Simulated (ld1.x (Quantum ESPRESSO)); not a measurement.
## vanadium, PAW: configuration errors across variants

```
Element                 : V
Generator               : ld1.x (Quantum ESPRESSO) 7.5
Type                    : PAW
Functional              : LDA (PZ)
Relativity              : scalar-relativistic
Frozen core             : [Ar]
Valence charge          : 5
Reference configuration : 3d3 4s0 4p0 (charge +2)
Partial waves           : 4s (bound, empty): rcut 2.15, rcutus 2.70 bohr; 4s channel at 3.2 Ry: rcut 2.15, rcutus 2.70 bohr; 4p (bound, empty): rcut 2.10, rcutus 2.50 bohr; 4p channel at 4.2 Ry: rcut 2.10, rcutus 2.50 bohr; 3d (bound): rcut 1.60, rcutus 1.95 bohr; 3d channel at -1.25 Ry: rcut 1.60, rcutus 1.95 bohr
Local potential         : all-electron potential smoothed inside 2.55 bohr (lloc = -2)
Core correction         : a·sin(br)/r model core, default radius (core density twice the valence density)
Augmentation charge     : BESSEL, radius 1.35 bohr
```

All-electron excitation energies from the reference (eV): (1) 3d3 4s2 4p0 -22.486; (2) 3d3 4s1 4p0 -14.545; (3) 3d2 4s0 4p0 29.158; (4) 3d2 4s2 4p1 -16.577; (5) 3d3 4s1 4p1 -19.078; (6) 3d4 4s1 4p0 -21.945; (7) 3d2 4s2 4p0 -11.268; (8) 3d3 4s0 4p0 spin -1.845.

Spin tests fill each open shell by Hund’s rule, majority spin first.

The default core radius of the base comes out at 1.51 bohr.

2 further variants failed, have other tests or another functional or relativity, and are left out.

Errors AE − PS in meV (a dash: test not solved or not reliable):

```tsv
change	(1)	(2)	(3)	(4)	(5)	(6)	(7)	(8)	bound ghosts
base	-2.5	-2.4	-502	-190	+0.4	-105	-198	-5.0	none
waves 4p (bound): rcut 2.10, rcutus 2.32 bohr; 4p channel at 4.2 Ry: rcut 2.10, rcutus 2.32 bohr	-2.5	-2.4	-502	-191	+1.1	-105	-198	-5.0	none
core correction a·sin(br)/r model core inside 1.88 bohr	-3.7	-2.7	-502	-195	0.0	-105	-204	-5.0	none
waves 4s (bound): rcut 2.15, rcutus 2.48 bohr; 4s channel at 3.2 Ry: rcut 2.15, rcutus 2.48 bohr	-5.5	-3.1	-502	-210	-0.5	-104	-220	-5.0	none
```

Problem. Give the same row for: augmentation PSQ, inside the norm-conserving radii.

Solution. –, –, –, –, –, –, –, –; bound ghosts: none.
